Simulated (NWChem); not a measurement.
System: ammonium (NH$_{4}$ cation); SMILES [NH4+]

Excerpt of the output:

```
             Northwest Computational Chemistry Package (NWChem) 7.3.0
             --------------------------------------------------------

                             Geometry "geometry" -> ""
                             -------------------------

 Output coordinates in angstroms (scale by  1.889725989 to convert to a.u.)

  No.       Tag          Charge          X              Y              Z
 ---- ---------------- ---------- -------------- -------------- --------------
    1 N                    7.0000     0.00000000     0.00000000     0.00000000
    2 H                    1.0000    -0.59096200    -0.59096200    -0.59096200
    3 H                    1.0000     0.59096200     0.59096200    -0.59096200
    4 H                    1.0000    -0.59096200     0.59096200     0.59096200
    5 H                    1.0000     0.59096200    -0.59096200     0.59096200

 Effective nuclear repulsion energy (a.u.)      16.3752187520

                              NWChem Property Module
                              ----------------------

  itol2e modified to match energy
  convergence criterion.

                                 NWChem DFT Module
                                 -----------------

 Summary of "ao basis" -> "ao basis" (spherical)
 ------------------------------------------------------------------------------
       Tag                 Description            Shells   Functions and Types
 ---------------- ------------------------------  ------  ---------------------
 N                           6-31g*                  6       14   3s2p1d
 H                           6-31g*                  2        2   2s

  itol2e modified to match energy
  convergence criterion.

            General Information
            -------------------
          SCF calculation type: DFT
          Wavefunction type:  closed shell.
          No. of atoms     :     5
          No. of electrons :    10
           Alpha electrons :     5
            Beta electrons :     5
          Charge           :     1
          Spin multiplicity:     1
          Use of symmetry is: off; symmetry adaption is: off
          Maximum number of iterations: 150
          AO basis - number of functions:    22
                     number of shells:    14
          Convergence on energy requested:  1.00D-07
          Convergence on density requested:  1.00D-05
          Convergence on gradient requested:  5.00D-04

              XC Information
              --------------
                         B3LYP Method XC Potential
                     Hartree-Fock (Exact) Exchange  0.200
                        Slater Exchange Functional  0.800 local
                    Becke 1988 Exchange Functional  0.720 non-local
              Lee-Yang-Parr Correlation Functional  0.810
                  VWN I RPA Correlation Functional  0.190 local

             Grid Information
             ----------------
          Grid used for XC integration:  fine
          Radial quadrature: Mura-Knowles
          Angular quadrature: Lebedev.
          Tag              B.-S. Rad. Rad. Pts. Rad. Cut. Ang. Pts.
          ---              ---------- --------- --------- ---------
          N                   0.65       70           6.0       590
          H                   0.35       60           7.0       590
          Grid pruning is: on
          Number of quadrature shells:   310
          Spatial weights used:  Erf1

      Superposition of Atomic Density Guess
      -------------------------------------

 Sum of atomic energies:         -56.28666840

 Renormalizing density from      11.00 to     10

      Non-variational initial energy
      ------------------------------

 Total energy =     -53.145209
 1-e energy   =     -97.540444
 2-e energy   =      28.020017
 HOMO         =      -1.178295
 LUMO         =      -0.264342

   convergence    iter        energy       DeltaE   RMS-Dens  Diis-err
 ---------------- ----- ----------------- --------- --------- ---------
 d= 0,ls=0.0,diis     1    -56.7024327660 -7.31D+01  5.28D-02  1.97D+00
 d= 0,ls=0.0,diis     2    -56.6153149941  8.71D-02  3.17D-02  2.51D+00
 d= 0,ls=0.0,diis     3    -56.8918205586 -2.77D-01  1.75D-03  6.61D-03
 d= 0,ls=0.0,diis     4    -56.8925387047 -7.18D-04  5.09D-05  3.57D-07
 d= 0,ls=0.0,diis     5    -56.8925390982 -3.94D-07  3.53D-06  2.62D-08
 d= 0,ls=0.0,diis     6    -56.8925391008 -2.59D-09  1.08D-07  6.34D-12

         Total DFT energy =      -56.892539100798
      One electron energy =     -104.923350862086
           Coulomb energy =       39.785315896079
    Exchange-Corr. energy =       -8.129722886766
 Nuclear repulsion energy =       16.375218751974

 Numeric. integr. density =       10.000001641258

                       DFT Final Molecular Orbital Analysis
                       ------------------------------------

 Vector    3  Occ=2.000000D+00  E=-8.296164D-01
              MO Center= -1.4D-01,  1.3D-01,  1.3D-01, r^2= 8.6D-01
   Bfn.  Coefficient  Atom+Function         Bfn.  Coefficient  Atom+Function
  ----- ------------  ---------------      ----- ------------  ---------------
     5     -0.313438  1 N  pz                 4     -0.305739  1 N  py
     3      0.295709  1 N  px                19     -0.282510  4 H  s
     9     -0.180029  1 N  pz                 8     -0.175607  1 N  py
     7      0.169847  1 N  px                15      0.099884  2 H  s
    17      0.093690  3 H  s                 21      0.088936  5 H  s

 Vector    4  Occ=2.000000D+00  E=-8.296164D-01
              MO Center= -4.9D-02, -7.0D-02, -1.8D-01, r^2= 8.8D-01
   Bfn.  Coefficient  Atom+Function         Bfn.  Coefficient  Atom+Function
  ----- ------------  ---------------      ----- ------------  ---------------
     3      0.424261  1 N  px                 4      0.293593  1 N  py
    15     -0.256834  2 H  s                  7      0.243683  1 N  px
    17      0.186502  3 H  s                  8      0.168631  1 N  py
     5      0.113883  1 N  pz                16     -0.077367  2 H  s
    21      0.075515  5 H  s                  9      0.065411  1 N  pz

 Vector    5  Occ=2.000000D+00  E=-8.296164D-01
              MO Center=  1.9D-01, -6.5D-02,  5.0D-02, r^2= 8.7D-01
   Bfn.  Coefficient  Atom+Function         Bfn.  Coefficient  Atom+Function
  ----- ------------  ---------------      ----- ------------  ---------------
     5      0.409818  1 N  pz                 4     -0.315421  1 N  py
    21      0.257381  5 H  s                  9      0.235387  1 N  pz
    17     -0.190516  3 H  s                  8     -0.181168  1 N  py
     3      0.108269  1 N  px                22      0.077532  5 H  s
    15     -0.062582  2 H  s                  7      0.062186  1 N  px

 Vector    6  Occ=0.000000D+00  E=-2.087258D-01
              MO Center= -1.4D-08,  1.3D-08,  1.2D-08, r^2= 3.2D+00
   Bfn.  Coefficient  Atom+Function         Bfn.  Coefficient  Atom+Function
  ----- ------------  ---------------      ----- ------------  ---------------
     6      1.688667  1 N  s                 16     -0.688416  2 H  s
    18     -0.688416  3 H  s                 20     -0.688416  4 H  s
    22     -0.688416  5 H  s                  2      0.276170  1 N  s
     1     -0.132438  1 N  s                 15     -0.081201  2 H  s
    17     -0.081201  3 H  s                 19     -0.081201  4 H  s

 Vector    7  Occ=0.000000D+00  E=-1.278466D-01
              MO Center= -4.5D-01,  4.3D-01,  4.3D-01, r^2= 2.3D+00
   Bfn.  Coefficient  Atom+Function         Bfn.  Coefficient  Atom+Function
  ----- ------------  ---------------      ----- ------------  ---------------
    20      1.595222  4 H  s                 16     -0.567650  2 H  s
     8     -0.553920  1 N  py                 9     -0.551415  1 N  pz
     7      0.525140  1 N  px                22     -0.516237  5 H  s
    18     -0.511335  3 H  s                  4     -0.255748  1 N  py
     5     -0.254591  1 N  pz                 3      0.242460  1 N  px

 Vector    8  Occ=0.000000D+00  E=-1.278466D-01
              MO Center= -1.7D-01, -2.7D-01, -5.6D-01, r^2= 2.5D+00
   Bfn.  Coefficient  Atom+Function         Bfn.  Coefficient  Atom+Function
  ----- ------------  ---------------      ----- ------------  ---------------
    16      1.462679  2 H  s                 18     -1.003413  3 H  s
     7      0.766893  1 N  px                22     -0.497211  5 H  s
     8      0.493402  1 N  py                 3      0.354078  1 N  px
     9      0.234708  1 N  pz                 4      0.227806  1 N  py
    15      0.200447  2 H  s                 17     -0.137509  3 H  s

     Multipole analysis of the density
     ---------------------------------

     L   x y z        total         alpha         beta         nuclear
     -   - - -        -----         -----         ----         -------
     0   0 0 0      1.000000     -5.000000     -5.000000     11.000000

     1   1 0 0      0.000000      0.000000      0.000000      0.000000
     1   0 1 0     -0.000000     -0.000000     -0.000000      0.000000
     1   0 0 1     -0.000000     -0.000000     -0.000000      0.000000

     2   2 0 0     -3.261936     -4.125257     -4.125257      4.988578
     2   1 1 0      0.000000      0.000000      0.000000      0.000000
     2   1 0 1      0.000000      0.000000      0.000000      0.000000
     2   0 2 0     -3.261936     -4.125257     -4.125257      4.988578
     2   0 1 1     -0.000000     -0.000000     -0.000000      0.000000
     2   0 0 2     -3.261936     -4.125257     -4.125257      4.988578

          -----------------------
          Electric field gradient
          -----------------------

 1 a.u. = 0.324123 10**(16) esu/cm**3  ( or statvolts/cm**2 ) = 0.97174 10**(22) v/m**2

 ------------------------------------------------------------
   Atom      X         Y         Z
 ------------------------------------------------------------
    1 N    0.00000   0.00000   0.00000
 ------------------------------------------------------------

 Electric field gradient in molecular frame (a.u.)
         XX             YY             ZZ             XY             XZ             YZ
 ------------------------------------------------------------------------------------------
       -0.000000      -0.000000       0.000000       0.000000       0.000000      -0.000000

 Principal components (a.u.) and orientation
 of principal axis w.r.t. absolute frame                      Asymmetry parameter eta
 --------------------------------------------------------------------------------------
       -0.000000       0.000000       0.000000                       0.059727

        0.568057       0.248975       0.784425
       -0.576758      -0.559488       0.595251
       -0.587079       0.790560       0.174223

 ------------------------------------------------------------
   Atom      X         Y         Z
 ------------------------------------------------------------
    2 H   -1.11676  -1.11676  -1.11676
 ------------------------------------------------------------

 Electric field gradient in molecular frame (a.u.)
         XX             YY             ZZ             XY             XZ             YZ
 ------------------------------------------------------------------------------------------
       -0.000000       0.000000       0.000000      -0.166901      -0.166901      -0.166901

 Principal components (a.u.) and orientation
 of principal axis w.r.t. absolute frame                      Asymmetry parameter eta
 --------------------------------------------------------------------------------------
       -0.333803       0.166901       0.166901                       0.000000

        0.577350       0.010953      -0.816423
        0.577350      -0.712519       0.398726
        0.577350       0.701567       0.417697

 ------------------------------------------------------------
   Atom      X         Y         Z
 ------------------------------------------------------------
    3 H    1.11676   1.11676  -1.11676
 ------------------------------------------------------------

 Electric field gradient in molecular frame (a.u.)
         XX             YY             ZZ             XY             XZ             YZ
 ------------------------------------------------------------------------------------------
        0.000000      -0.000000       0.000000      -0.166901       0.166901       0.166901

 Principal components (a.u.) and orientation
 of principal axis w.r.t. absolute frame                      Asymmetry parameter eta
 --------------------------------------------------------------------------------------
       -0.333803       0.166901       0.166901                       0.000000

        0.577350       0.715279       0.393754
        0.577350      -0.016639      -0.816327
       -0.577350       0.698641      -0.422573

 ------------------------------------------------------------
   Atom      X         Y         Z
 ------------------------------------------------------------
    4 H   -1.11676   1.11676   1.11676
 ------------------------------------------------------------

 Electric field gradient in molecular frame (a.u.)
         XX             YY             ZZ             XY             XZ             YZ
 ------------------------------------------------------------------------------------------
       -0.000000      -0.000000       0.000000       0.166901       0.166901      -0.166901

 Principal components (a.u.) and orientation
 of principal axis w.r.t. absolute frame                      Asymmetry parameter eta
 --------------------------------------------------------------------------------------
       -0.333803       0.166901       0.166901                       0.000000

        0.577350       0.287053       0.764374
       -0.577350      -0.518441       0.630782
       -0.577350       0.805494       0.133592

 ------------------------------------------------------------
   Atom      X         Y         Z
 ------------------------------------------------------------
    5 H    1.11676  -1.11676   1.11676
 ------------------------------------------------------------

 Electric field gradient in molecular frame (a.u.)
         XX             YY             ZZ             XY             XZ             YZ
 ------------------------------------------------------------------------------------------
        0.000000       0.000000      -0.000000       0.166901      -0.166901       0.166901

 Principal components (a.u.) and orientation
 of principal axis w.r.t. absolute frame                      Asymmetry parameter eta
 --------------------------------------------------------------------------------------
       -0.333803       0.166901       0.166901                       0.000000

       -0.577350       0.709944      -0.403294
        0.577350       0.704235       0.413183
       -0.577350      -0.005710       0.816477
```

Level: B3LYP/6-31G* (spherical d). Structure relaxed at the PBE0-D3(BJ)/def2-TZVP level. B3LYP is NWChem's, with the RPA form of VWN correlation. NWChem prints the field gradient with the sign opposite to the second derivative of the potential.

Q: Which NWChem input produces such a log?

A: Several could match; the one computed here: the input that was run:
```
start job
memory heap 200 mb stack 900 mb global 1100 mb
charge 1
geometry units angstroms noautosym nocenter noautoz
  N      0.000000     0.000000     0.000000
  H     -0.590962    -0.590962    -0.590962
  H      0.590962     0.590962    -0.590962
  H     -0.590962     0.590962     0.590962
  H      0.590962    -0.590962     0.590962
end
basis spherical
  * library 6-31g*
end
dft
  xc b3lyp
  iterations 150
end
property
  efieldgrad
end
task dft property
```
